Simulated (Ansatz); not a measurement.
Stepwise reaction of `C[N](C)[Y]([OH])[N](C)C` with water, as a gas-phase model of exchange steps in deposition or etching. ΔE in kJ/mol.

Program: Ansatz. Geometries: PBE0-D4/def2-TZVP. ΔE: electronic, gas phase. CCSD(T)/CBS adds triple-zeta CCSD(T) − MP2 to the extrapolated MP2 energy (def2 sets, frozen cores). This one scheme is used for every species. DFT in def2-TZVPP. B3LYP here is the variant with VWN-RPA as its local correlation; programs differ in this. Elements past krypton have def2 core potentials. For Y outer-core shells are correlated without core-valence functions, which leaves a few kJ/mol of doubt a bond. Each species was taken in one conformer, which may not be the lowest.

```tsv
step	reaction	PBE-D4	B3LYP-D4	ωB97M-V	CCSD(T)/CBS
2	`C[N](C)[Y]([OH])[OH]` + H₂O → `[OH][Y]([OH])[OH]` + `CNC`	-72.3	-80.8	-82.7	-76.3
```

Task: Give the row of step 1, `C[N](C)[Y]([OH])[N](C)C` + H₂O → `C[N](C)[Y]([OH])[OH]` + `CNC`. (An estimate is asked.)

Result: The calculation gave: 
```tsv
step	reaction	PBE-D4	B3LYP-D4	ωB97M-V	CCSD(T)/CBS
1	`C[N](C)[Y]([OH])[N](C)C` + H₂O → `C[N](C)[Y]([OH])[OH]` + `CNC`	-77.5	-84.2	-88.0	-79.9
```

Task: By hand: ΔE of the 2 steps together at CCSD(T)/CBS.

Result: (-79.9) + (-76.3) = -156.2 kJ/mol, or -78.1 kJ/mol a step.

In ΔE the steps differ by no more than 3.6 kJ/mol. All are downhill at CCSD(T)/CBS. PBE-D4 differs from CCSD(T)/CBS by 2.4 to 4.0 kJ/mol a step. Only this route is followed, and other bonds may react first. Isolated molecules leave out the surface, adducts and barriers. Largest T1 diagnostic: 0.014.
